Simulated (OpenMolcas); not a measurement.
# Dy2+ in CsCaF3: curves along the breathing mode

Dy2+ with its 6 nearest fluoride ions, on the Ca site of CsCaF3 (a = 4.526 Å, distance in the model lattice 2.263 Å). The rest of the host is ab initio model potentials to 7.6 Å, with orthogonalisation functions on the cations behind the ligands, and point charges beyond; the distance is set by hand and nothing relaxes. Ligand basis ANO-RCC-VDZP.

```json
{
  "Program": "OpenMolcas 26.06",
  "Method": "CASSCF",
  "Basis": "ANO-RCC-VDZP [7s6p4d2f1g]",
  "Scalar Hamiltonian": "DKH2, point nucleus",
  "Active space": "10 electrons in 7 orbitals (4f)",
  "State averaging": "2S+1 = 5 even, 35 roots (33 in the spin-orbit step); 2S+1 = 3 even, 106 roots kept (CI in the orbitals of an earlier block); 2S+1 = 1 even, 31 roots kept (CI in the orbitals of an earlier block)",
  "Spin-orbit coupling": "state interaction with AMFI integrals over the reference wave functions"
}
```

Spin-free energies (labels of O, the rotations of Oh) in cm-1 above the lowest fitted minimum, as all ligands move together:

```tsv
R (Å)	5A2	5T2	5E	5T1	5A1	5T2(2)	5T1(2)
2.185	5130	5280	5390	5690	5730	5750	21680
2.236	1180	1310	1400	1670	1700	1720	17710
2.288	10	120	200	430	460	480	16520
2.339	1580	1670	1740	1940	1970	1980	18070
2.442	13140	13210	13260	13430	13450	13450	29620
2.493	23440	23500	23550	23700	23720	23720	39910
```

Cubic fits give the following; the wavenumber is harmonic, with the mass of all moving ligands, small differences in it between states hang on the degree of the fit, a number in brackets counts states of one label, and the table is a selection of at most 14 states with clean curves.

| State | R0 (Å) | Breathing mode (cm-1) | Minimum (cm-1) |
| --- | --- | --- | --- |
| 5A2 | 2.285 | 554 | 0 |
| 5T2 | 2.286 | 555 | 110 |
| 5E | 2.286 | 555 | 190 |
| 5T1 | 2.286 | 556 | 420 |
| 5A1 | 2.286 | 556 | 450 |
| 5T2(2) | 2.286 | 556 | 470 |
| 5T1(2) | 2.285 | 555 | 16510 |
| 5A1(2) | 2.286 | 555 | 16640 |
| 5T2(3) | 2.286 | 555 | 16710 |
| 5A2(2) | 2.286 | 556 | 16840 |
| 3T1 | 2.286 | 555 | 19630 |
| 3T2 | 2.286 | 555 | 19630 |
| 3A2 | 2.286 | 555 | 19710 |
| 3T2(2) | 2.286 | 555 | 19720 |

For an f ion spin-orbit coupling outweighs the ligand field, so these spin-free curves are not those of observable levels.

High states are left out of the spin-orbit mixing, which shifts the levels that they would mix with. Without dynamic correlation the ligand-field splitting of an f shell can come out too small, at times by half. A group larger than the point group allows holds several states that coincide in this model. No measured value stands beside these numbers.
